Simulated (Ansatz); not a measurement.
Two structures of SiNH₇F₂, closed shell, reached by relaxing down either side of one saddle point (PBE0-D4/def2-TZVP). Energies are electronic, without zero-point energy. Computed with Ansatz 0.2.0 (basis: def2-TZVPP and def2-QZVPP); correlated methods freeze the cores. Extrapolation: Hartree–Fock as exp(−7.88 √X), correlation as X^−2.97. First:

```json
{"atom": "Si1", "x (Å)": "-0.3888", "y (Å)": "-1.2264", "z (Å)": "0.5143"}
{"atom": "H2", "x (Å)": "1.0559", "y (Å)": "-0.9087", "z (Å)": "0.8763"}
{"atom": "H3", "x (Å)": "-0.2864", "y (Å)": "-2.0658", "z (Å)": "-0.7015"}
{"atom": "H4", "x (Å)": "-0.8928", "y (Å)": "-1.9829", "z (Å)": "1.6842"}
{"atom": "N5", "x (Å)": "-1.3734", "y (Å)": "0.1298", "z (Å)": "0.2361"}
{"atom": "H6", "x (Å)": "0.9327", "y (Å)": "1.6066", "z (Å)": "-1.3033"}
{"atom": "F7", "x (Å)": "0.1692", "y (Å)": "1.7428", "z (Å)": "-1.8282"}
{"atom": "H8", "x (Å)": "1.7184", "y (Å)": "0.2989", "z (Å)": "0.2685"}
{"atom": "F9", "x (Å)": "2.0693", "y (Å)": "1.0489", "z (Å)": "-0.1850"}
{"atom": "H10", "x (Å)": "-1.7883", "y (Å)": "0.6313", "z (Å)": "1.0035"}
{"atom": "H11", "x (Å)": "-1.2159", "y (Å)": "0.7257", "z (Å)": "-0.5649"}
```

Second:

Si1  (-0.825, -0.925, -0.752)
H2  (1.548, 0.301, 2.385)
H3  (-2.023, -1.284, -1.535)
H4  (-0.075, -2.071, -0.202)
N5  (-1.258, 0.131, 0.491)
H6  (1.374, 0.876, -1.216)
F7  (0.195, -0.255, -1.834)
H8  (1.728, 0.625, 1.735)
F9  (1.916, 1.397, -0.667)
H10  (-0.609, 0.376, 1.222)
H11  (-1.972, 0.830, 0.372)
(Å)

Task: Which bonds change from the first to the second?

Result: SiNH₅ ([NH2][SiH3]) + HF + HF → SiNH₄F ([NH2][SiH2][F]) + HF + H₂; bonds formed: Si1–F7, H2–H8, H6–F9; bonds broken: Si1–H2, H6–F7, H8–F9.

Task: Give the saddle point's structure and its height above each. (An estimate is asked for; the value comes from the calculation.)

Result: Computed: 28.41 kcal/mol above the first and 57.53 kcal/mol above the second (CCSD(T) at an estimated basis limit (MP2 extrapolated from triple and quadruple zeta, plus CCSD(T) − MP2 in triple zeta)).
| atom | x (Å) | y (Å) | z (Å) |
| --- | --- | --- | --- |
| Si1 | -0.3309 | -0.6762 | 0.0888 |
| H2 | 1.1531 | -0.3659 | 0.7948 |
| H3 | -0.0889 | -1.5975 | -1.0395 |
| H4 | -0.4735 | -1.5853 | 1.2741 |
| N5 | -1.6787 | 0.3058 | 0.3528 |
| H6 | 1.3285 | 0.9332 | -0.9969 |
| F7 | 0.2211 | 0.7144 | -1.1761 |
| H8 | 1.7471 | 0.1434 | 0.2820 |
| F9 | 2.3397 | 0.8912 | -0.4983 |
| H10 | -2.3013 | 0.1288 | 1.1204 |
| H11 | -1.9163 | 1.1082 | -0.2020 |

No T1 diagnostic of these runs exceeds 0.012.

Labels in which every atom is bracketed show which atoms are joined, not bond orders.

For scale, one of the runs: CCSD(T)/def2-TZVPP, 233 basis functions, launched by `ansatz run in.yaml --threads 4 --pin off --events-out ev --progress --plain --max-ram 9574MiB`. Time: 2.3 min of wall clock on 4 CPU threads of an Intel Xeon; the host was shared. Peak host memory: 4.3 GiB.
